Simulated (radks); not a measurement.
Effect of the nuclear size on the gold ion Au2+, [Xe] 4f14 5d9. Method: Dirac Kohn-Sham, exchange-only LDA, spin-unpolarised, spherical densities, finite nucleus; open shells fill j = l - 1/2 first; Fermi nuclear charge, rms radius 5.4371 fm; computed with a radial shooting solver on a logarithmic mesh with Libxc functionals. The rms radius is varied about that value; shifts are against it.

| rms radius (fm) | total energy shift (eV) | density at nucleus (e/bohr^3) | 1s1/2 shift (meV) | 2s1/2 shift (meV) | 5s1/2 shift (meV) | 5p1/2 shift (meV) | 5d5/2 shift (meV) | 6s1/2 (empty) shift (meV) | 6p1/2 (empty) shift (meV) |
|---|---|---|---|---|---|---|---|---|---|
| 4.7792 | -22.0 | 2.247e+06 | -8830 | -1300 | -15.1 | -0.358 | 0.123 | -1.93 | -0.094 |
| 5.1979 | -8.20 | 2.173e+06 | -3290 | -486 | -5.63 | -0.134 | 0.046 | -0.719 | -0.035 |
| 5.4371 | 0 | 2.134e+06 | 0.000 | 0.000 | 0.000 | 0.000 | 0.000 | 0.000 | 0.000 |
| 5.7035 | 9.39 | 2.094e+06 | 3770 | 556 | 6.45 | 0.154 | -0.053 | 0.824 | 0.040 |
| 6.2037 | 27.7 | 2.024e+06 | 11100 | 1640 | 19.0 | 0.455 | -0.156 | 2.43 | 0.119 |

Slopes of the eigenvalues against <r^2> in GHz/fm^2, as finite differences over the two radii next to the reference (eigenvalue slopes, not the field-shift constants of lines): 1s1/2 310000, 2s1/2 45700, 5s1/2 530, 5p1/2 12.6, 5d5/2 -4.33, 6s1/2 (empty) 67.7, 6p1/2 (empty) 3.32.
